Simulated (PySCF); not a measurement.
**Structure elucidation problem**

The spectra below were simulated for a compound C$_{7}$H$_{11}$N.

¹H NMR (500 MHz, computed): δ 7.87 (d, 1H), 7.08 (d, 1H), 3.06 (m, 1H), 1.51 (m, 1H), 1.42 (m, 1H), 1.42 (m, 1H), 1.11 (d, 3H), 0.90 (m, 1H), 0.45 (m, 1H).

¹³C{¹H} NMR (computed): δ 151.5 (CH2), 54.3 (CH), 27.4 (C), 22.7 (CH2), 19.6 (CH3), 18.6 (CH), 16.6 (CH2).

All values are calculated (PySCF 2.14): PBE0/pcSseg-1 with gauge-including orbitals, coordinates at the GFN2-xTB level. Fast rotation and ring inversion assumed for equivalent nuclei, no relativistic terms, isolated molecule, a single conformation.

Referencing at the same level of theory: ¹H, ¹³C against TMS.

Propose a structure and justify it.

Results:


- Rings plus π bonds: 3 (2 rings in the answer).
- 7 carbon signals for 7 carbons: no two carbons are equivalent.
- Carbon types of the structure: 1 × C, 2 × CH, 3 × CH2, 1 × CH3, which accounts for all hydrogens.
- δC 151.5: C=N carbon.
- δC 54.3, 27.4, 22.7, 18.6, 16.6: three-membered-ring carbon.
- δC 19.6: methyl carbon; saturated and bonded to C and H only.
- δH 7.87, 7.08: hydrogen on a C=N carbon.
- δH 3.06, 1.51, 1.42, 1.42, 0.90, 0.45: hydrogen on a three-membered-ring carbon.
- δH 1.11: hydrogen on a methyl carbon; far from electronegative atoms and π systems.

Structure: `C=N[C@@H]1C[C@@]12C[C@H]2C`.

The data come from this structure; uniqueness wasn't tested.

Shifts are as computed. Against solution values, carbons near 30 ppm lie about +3 ppm off and those near 130 ppm about +5 ppm. Of 1211 compounds with measured shifts, 218 miss one by over three times the rms of a fit or turn the order of signals round; such compounds aren't used in these exercises. No couplings were computed; multiplicities are counted from neighbouring protons, with m where these are inequivalent, close in shift, in a saturated or five-membered ring or joined by F or P, and br s for small geminal =CH2 splittings.
